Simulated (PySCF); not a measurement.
# Removal energies of Pd¹⁸⁺ from EOM-IP-GCCSD

Reference: closed-shell Pd¹⁸⁺, [Ar] 3d10; one electron is removed. Calculated with PySCF 2.14, two-component X2C-1e with screened spin-orbit coupling, an uncontracted even-tempered set (19 s from 0.6 bohr⁻², ratio 2.6; 15 p from 0.78 bohr⁻², ratio 2.6; 10 d from 0.78 bohr⁻², ratio 2.6; 6 f from 0.8 bohr⁻², ratio 2.8); frozen [Ar]; the 100 highest virtual spinors dropped; of the others 70 kept and the rest restored at second order. No Breit or QED terms. Binding energies in eV.

| level | Koopmans | second order | EOM-CCSD |
| --- | --- | --- | --- |
| 3d3/2 | 820.24 | 819.02 | 819.25 |
| 3d5/2 | 814.28 | 813.15 | 813.37 |

For comparison, the ionisation energy of Pd¹⁸⁺ is 810 ± 3 eV (theoretical estimate listed by NIST; NIST Atomic Spectra Database, ionization energies).
